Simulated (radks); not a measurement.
Effect of the nuclear size on the indium ion In26+, [Ar] 3d5. All-electron calculation, Dirac Kohn-Sham, BLYP, spin-unpolarised, spherical densities, finite nucleus; open shells are shared between the two j in proportion to 2j + 1; Fermi nuclear charge, rms radius 4.6156 fm. Program: a radial shooting solver on a logarithmic mesh with Libxc functionals. The rms radius is varied about that value; shifts are against it.

| rms radius (fm) | total energy shift (eV) | density at nucleus (e/bohr^3) | 1s1/2 shift (meV) | 2s1/2 shift (meV) | 3s1/2 shift (meV) | 3p1/2 shift (meV) | 3d5/2 shift (meV) | 4s1/2 (empty) shift (meV) | 4p1/2 (empty) shift (meV) |
|---|---|---|---|---|---|---|---|---|---|
| 3.9648 | -0.955 | 1.787e+05 | -401 | -46.0 | -9.95 | 0.432 | 0.542 | -3.18 | 0.111 |
| 4.2464 | -0.557 | 1.769e+05 | -234 | -26.9 | -5.80 | 0.252 | 0.316 | -1.85 | 0.065 |
| 4.6156 | 0 | 1.747e+05 | 0.000 | 0.000 | 0.000 | 0.000 | 0.000 | 0.000 | 0.000 |
| 4.9525 | 0.543 | 1.729e+05 | 228 | 26.2 | 5.66 | -0.246 | -0.308 | 1.81 | -0.063 |
| 5.5203 | 1.53 | 1.702e+05 | 643 | 73.8 | 16.0 | -0.693 | -0.868 | 5.09 | -0.177 |

Slopes of the eigenvalues against <r^2> in GHz/fm^2, as finite differences over the two radii next to the reference (eigenvalue slopes, not the field-shift constants of lines): 1s1/2 17200, 2s1/2 1970, 3s1/2 427, 3p1/2 -18.5, 3d5/2 -23.2, 4s1/2 (empty) 136, 4p1/2 (empty) -4.74.
